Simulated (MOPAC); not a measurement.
Input for MOPAC: PM6 on FHOSi (SMILES O[Si]F), a point of a bond scan (R = 2.221 Å).

```
PM6 1SCF PRECISE CHARGE=0 THREADS=1
FHOSi

Si     0.00937425 1     0.00603277 1     0.61022733 1
F     -0.73513023 1     1.02562647 1    -0.41739903 1
O      0.73079075 1    -1.04612827 1    -0.42560613 1
H      0.51876711 1    -0.81599611 1    -2.62471939 1
```

Program output:

```
*******************************************************************************
 **                                                                           **
 **                              MOPAC v23.2.5                                **
 **                                                                           **
 *******************************************************************************
 ** MOPAC's Digital Object Identifier: https://doi.org/10.5281/zenodo.6511958 **
 **                                                                           **
 ** Please cite the open-source release paper for use of this MOPAC version:  **
 ** J. E. Moussa and J. J. P. Stewart (2026)                                  **
 ** MOPAC: An open-source semiempirical molecular orbital program             **
 ** J. Open Source Softw., 11(119), 8025, https://doi.org/10.21105/joss.08025 **
 *******************************************************************************

                              PM6 CALCULATION RESULTS

 *******************************************************************************
 *  PM6        - The PM6 Hamiltonian to be used
 *
 *
 *
 *                 CHARGE ON SYSTEM = 0
 *
 *
 *
 *  PRECISE    - TIGHTER CRITERIA TO BE USED
 *  1SCF       - DO 1 SCF AND THEN STOP
 *  THREADS=1  - MULTI-THREADING NOT USED
 *  T=         - A TIME OF 172800.0 SECONDS REQUESTED
 *  DUMP=N     - RESTART FILE WRITTEN EVERY 7200.0 SECONDS REQUESTED
 *******************************************************************************
PM6 1SCF PRECISE CHARGE=0 THREADS=1
 FHOSi

   ATOM   CHEMICAL          X               Y               Z
  NUMBER   SYMBOL      (ANGSTROMS)     (ANGSTROMS)     (ANGSTROMS)

     1      Si          0.00937425  *   0.00603277  *   0.61022733  *
     2       F         -0.73513023  *   1.02562647  *  -0.41739903  *
     3       O          0.73079075  *  -1.04612827  *  -0.42560613  *
     4       H          0.51876711  *  -0.81599611  *  -2.62471939  *



          CARTESIAN COORDINATES

    NO.       ATOM           X           Y           Z

     1        Si          0.0094      0.0060      0.6102
     2         F         -0.7351      1.0256     -0.4174
     3         O          0.7308     -1.0461     -0.4256
     4         H          0.5188     -0.8160     -2.6247

 General Reference for PM6:
 "Optimization of Parameters for Semiempirical Methods V: Modification of NDDO Approximations
 and Application to 70 Elements", J. J. P. Stewart, J. Mol. Mod., 13, 1173-1213 (2007)
 URL: https://link.springer.com/article/10.1007/s00894-007-0233-4

           Empirical Formula: H O Si F  =     4 atoms



      MOLECULAR POINT GROUP   :   Cs


      RHF CALCULATION, NO. OF DOUBLY OCCUPIED LEVELS = 9


 -------------------------------------------------------------------------------
 PM6 1SCF PRECISE CHARGE=0 THREADS=1
 FHOSi



     1SCF WAS SPECIFIED, SO BFGS WAS NOT USED
     SCF FIELD WAS ACHIEVED


                              PM6 CALCULATION
                                                       MOPAC v23.2.5 Linux




          FINAL HEAT OF FORMATION =         17.18901 KCAL/MOL =      71.91883 KJ/MOL


          COSMO AREA              =         98.53 SQUARE ANGSTROMS
          COSMO VOLUME            =         83.49 CUBIC ANGSTROMS

          IONIZATION POTENTIAL    =          7.536921 EV
          HOMO LUMO ENERGIES (EV) =         -7.537 -2.926
          NO. OF FILLED LEVELS    =          9
          MOLECULAR WEIGHT        =         64.0912         POINT GROUP:  Cs

          MOLECULAR DIMENSIONS (Angstroms)

            Atom       Atom       Distance
            H     4   Si     1     3.37640
            O     3    F     2     2.42966
           Si     1    O     3     0.00000


          SCF CALCULATIONS        =          1





   ATOM   CHEMICAL          X               Y               Z
  NUMBER   SYMBOL      (ANGSTROMS)     (ANGSTROMS)     (ANGSTROMS)

     1      Si          0.00937425  *   0.00603277  *   0.61022733  *
     2       F         -0.73513023  *   1.02562647  *  -0.41739903  *
     3       O          0.73079075  *  -1.04612827  *  -0.42560613  *
     4       H          0.51876711  *  -0.81599611  *  -2.62471939  *

                             CARTESIAN COORDINATES

   1   Si        0.009374250     0.006032770     0.610227330
   2    F       -0.735130230     1.025626470    -0.417399030
   3    O        0.730790750    -1.046128270    -0.425606130
   4    H        0.518767110    -0.815996110    -2.624719390


           Empirical Formula: H O Si F  =     4 atoms



      MOLECULAR POINT GROUP   :   Cs


                  EIGENVALUES
 -38.98031 -25.64695 -15.72942 -14.49915 -14.38548 -12.73417 -11.23265 -11.22433
  -7.53692  -2.92589   0.04686   0.47253   0.69225   2.08507   2.78697   3.24030
   3.78152   5.86248


              NET ATOMIC CHARGES AND DIPOLE CONTRIBUTIONS

  ATOM NO.   TYPE          CHARGE      No. of ELECS.   s-Pop       p-Pop       d-Pop
    1         Si           0.479221        3.5208     1.73239     0.91032     0.87806
    2          F          -0.376629        7.3766     1.93631     5.44032
    3          O          -0.615692        6.6157     1.79630     4.81939
    4          H           0.513101        0.4869     0.48690
 DIPOLE           X         Y         Z       TOTAL
 POINT-CHG.     0.469    -0.759    -3.050     3.178
 HYBRID        -0.439     0.625     0.141     0.777
 SUM            0.030    -0.134    -2.909     2.913


          ATOMIC ORBITAL ELECTRON POPULATIONS

     Atom    s        px        py        pz      x^2-y^2     xz        z^2       yz        xy
    1 Si   1.73239   0.24850   0.26225   0.39957   0.16173   0.14093   0.12078   0.21027   0.24435
    2  F   1.93631   1.83145   1.79839   1.81048
    3  O   1.79630   1.66892   1.66201   1.48846
    4  H   0.48690

 **********************
 *                    *
 * JOB ENDED NORMALLY *
 *                    *
 **********************




 == MOPAC DONE ==
```

The run finished.

Cost: about 0.020 core-seconds (a rough figure).
